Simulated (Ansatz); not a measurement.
`[CH3][SnH3]` + `NBCF` → `[CH3][SnH2][CH2]F` + `BN`  (redistribution)

Computed with Ansatz on PBE0-D4/def2-TZVP structures; ΔE is electronic, products minus reactants. CCSD(T)/CBS is the MP2 limit (def2-TZVPP, def2-QZVPP) plus CCSD(T) − MP2 in def2-TZVPP, frozen cores. This one scheme is used for every species. DFT in def2-TZVPP. B3LYP here is the variant with VWN-RPA as its local correlation; programs differ in this. def2 core potentials past Kr. For Sn outer-core shells are correlated without core-valence functions, which leaves a few kJ/mol of doubt a bond. One conformer a species, not always the lowest.

CCSD(T)/CBS gives +0.39 eV.

Problem. Another level gave +0.45 eV. Which?
A. LDA (SPW92)/def2-TZVPP
B. B3LYP/def2-TZVPP
C. r2SCAN0-D4/def2-TZVPP
D. BLYP-D4/def2-TZVPP

Solution. B. B3LYP 0.45, r2SCAN0-D4 0.50, BLYP-D4 0.40, LDA (SPW92) 0.58 eV.

Largest T1 diagnostic among the species: 0.012.

Leaving LDA and LC-ωPBE aside and taking each functional with its dispersion term where it has one, the values, not all of them listed here, spread over 0.18 eV, from BLYP-D4 to B97M-V. LDA lies +0.12 eV from PBE without D4. From PBE to PBE0 (25 % exact exchange), in def2-TZVPP and without D4, ΔE moves by +0.04 eV.
